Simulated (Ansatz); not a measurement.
`F[SiH2]I`. The species carries charge 0 and has multiplicity 1. I: def2 effective core potential. Geometry: relaxed with PBE0-D4/def2-TZVP.

```xyz
5

F     0.871   -0.393   -1.321
Si   -0.089    0.087   -0.145
I     0.700   -0.826    1.955
H    -1.446   -0.430   -0.412
H    -0.037    1.561   -0.076
```

**Question.** What is the dipole moment at PBE/def2-TZVPP? (Best estimate.)

**Answer.** The calculation gave: 1.08 D, with components (-0.88, 0.59, 0.18) D in this frame, pointing from negative to positive charge.

**Question.** And with r2SCAN, B3LYP, ωB97M-V? (An estimate is asked.)

**Answer.** Computed: r2SCAN 1.14 D, B3LYP 1.19 D, ωB97M-V 1.20 D.

**Question.** Give the Mulliken charges with PBE, B3LYP, ωB97M-V in def2-TZVPP. (Estimate.)

**Answer.** The calculation gave: 
```
atom    PBE  B3LYP  ωB97M-V
  F1  -0.26  -0.30    -0.29
 Si2   0.48   0.55     0.45
  I3  -0.12  -0.14    -0.12
  H4  -0.05  -0.05    -0.02
  H5  -0.05  -0.05    -0.02
```

B3LYP here is the variant with VWN-RPA as its local correlation; programs differ in this.
